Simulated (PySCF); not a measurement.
The numbers are results of PBE-D3(BJ)/def2-TZVP // PBE-D3(BJ)/def2-SVP (PySCF 2.14.0), not measurements. Isolated molecules, 0 K electronic values unless said otherwise. One relaxed conformer stands for a flexible species; it need not be the lowest. Excitations are Tamm–Dancoff values on a coarser integration grid. The basis has no diffuse functions, so Rydberg states are missing or too high.

Reference species (SMILES): `c1cnc2c(ccc(c2c1)[SiH3])B` (neutral, multiplicity 1).

```
Quantity                Value
-------------------  --------
S1–T1 gap (TDA)       0.11 eV
LUMO                 -3.36 eV
S1 excitation (TDA)   2.57 eV
```

After one change: the S1–T1 gap (TDA) rises by 0.14 eV; the LUMO decreases by 0.02 eV; the S1 excitation (TDA) rises by 0.33 eV.

Q: Which change was made? The new species is one of these.
(A) `Bc1cc([SiH3])nc2ccccc12`
(B) `Bc1c([SiH3])ccc2cccnc12`
(C) `Bc1cc2cccnc2cc1[SiH3]`
(D) `Bc1cc([SiH3])c2ccccc2n1`

A: C, `Bc1cc2cccnc2cc1[SiH3]`
